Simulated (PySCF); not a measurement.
SMILES O=C(O)[SiH2][SiH2]c1cccs1, GFN2-xTB optimised geometry.

```
18

O     -4.86    -3.62    -1.79
C     -3.73    -3.46    -2.16
O     -2.98    -4.47    -2.63
Si    -2.73    -1.83    -2.09
Si    -1.64    -1.80    -0.04
C     -0.45    -0.35     0.00
C      0.92    -0.35     0.00
C      1.49     0.94     0.00
C      0.55     1.92     0.00
S     -1.04     1.28    -0.01
H     -3.49    -5.30    -2.63
H     -1.85    -1.88    -3.26
H     -3.70    -0.75    -2.29
H     -0.80    -2.98     0.22
H     -2.55    -1.65     1.11
H      1.49    -1.26     0.00
H      2.55     1.13     0.00
H      0.69     2.98     0.00
```

Density from PySCF with PBE0/def2-SVP at that geometry.

Minimum of the electron density along straight lines between bonded atoms, close to the bond critical point (lines longer than 1.1 times the sum of covalent radii, or with two minima, are not listed):

```json
[
 {"bond": "O1–C2", "length / Å": "1.205", "ρ at the minimum / e bohr⁻³": "?", "∇²ρ there / e bohr⁻⁵": "0.33", "position (fraction from the first atom)": "0.67"},
 {"bond": "C2–O3", "length / Å": "1.342", "ρ at the minimum / e bohr⁻³": "0.299", "∇²ρ there / e bohr⁻⁵": "-0.27", "position (fraction from the first atom)": "0.33"},
 {"bond": "C2–Si4", "length / Å": "1.910", "ρ at the minimum / e bohr⁻³": "0.109", "∇²ρ there / e bohr⁻⁵": "0.34", "position (fraction from the first atom)": "0.62"},
 {"bond": "Si5–C6", "length / Å": "1.876", "ρ at the minimum / e bohr⁻³": "0.110", "∇²ρ there / e bohr⁻⁵": "0.37", "position (fraction from the first atom)": "0.38"},
 {"bond": "C6–C7", "length / Å": "1.364", "ρ at the minimum / e bohr⁻³": "0.319", "∇²ρ there / e bohr⁻⁵": "-0.79", "position (fraction from the first atom)": "0.51"},
 {"bond": "C7–C8", "length / Å": "1.411", "ρ at the minimum / e bohr⁻³": "0.297", "∇²ρ there / e bohr⁻⁵": "-0.73", "position (fraction from the first atom)": "0.50"},
 {"bond": "C8–C9", "length / Å": "1.357", "ρ at the minimum / e bohr⁻³": "0.324", "∇²ρ there / e bohr⁻⁵": "-0.82", "position (fraction from the first atom)": "0.49"},
 {"bond": "C6–S10", "length / Å": "1.737", "ρ at the minimum / e bohr⁻³": "0.208", "∇²ρ there / e bohr⁻⁵": "?", "position (fraction from the first atom)": "0.46"},
 {"bond": "C9–S10", "length / Å": "1.718", "ρ at the minimum / e bohr⁻³": "0.216", "∇²ρ there / e bohr⁻⁵": "-0.47", "position (fraction from the first atom)": "0.47"},
 {"bond": "O3–H11", "length / Å": "0.973", "ρ at the minimum / e bohr⁻³": "0.344", "∇²ρ there / e bohr⁻⁵": "?", "position (fraction from the first atom)": "0.82"},
 {"bond": "Si4–H12", "length / Å": "1.468", "ρ at the minimum / e bohr⁻³": "0.117", "∇²ρ there / e bohr⁻⁵": "0.32", "position (fraction from the first atom)": "0.49"},
 {"bond": "Si4–H13", "length / Å": "1.466", "ρ at the minimum / e bohr⁻³": "0.117", "∇²ρ there / e bohr⁻⁵": "0.32", "position (fraction from the first atom)": "0.49"},
 {"bond": "Si5–H14", "length / Å": "1.471", "ρ at the minimum / e bohr⁻³": "0.116", "∇²ρ there / e bohr⁻⁵": "0.31", "position (fraction from the first atom)": "0.49"},
 {"bond": "Si5–H15", "length / Å": "1.470", "ρ at the minimum / e bohr⁻³": "0.116", "∇²ρ there / e bohr⁻⁵": "0.31", "position (fraction from the first atom)": "0.49"},
 {"bond": "C7–H16", "length / Å": "1.076", "ρ at the minimum / e bohr⁻³": "0.285", "∇²ρ there / e bohr⁻⁵": "-1.10", "position (fraction from the first atom)": "0.63"},
 {"bond": "C8–H17", "length / Å": "1.076", "ρ at the minimum / e bohr⁻³": "0.284", "∇²ρ there / e bohr⁻⁵": "-1.09", "position (fraction from the first atom)": "0.63"},
 {"bond": "C9–H18", "length / Å": "1.072", "ρ at the minimum / e bohr⁻³": "0.286", "∇²ρ there / e bohr⁻⁵": "-1.12", "position (fraction from the first atom)": "0.64"}
]
```

**Question.** Complete the blanks.

**Answer.** 
- O1–C2, ρ at the minimum / e bohr⁻³: 0.416
- C6–S10, ∇²ρ there / e bohr⁻⁵: -0.41
- O3–H11, ∇²ρ there / e bohr⁻⁵: -2.27
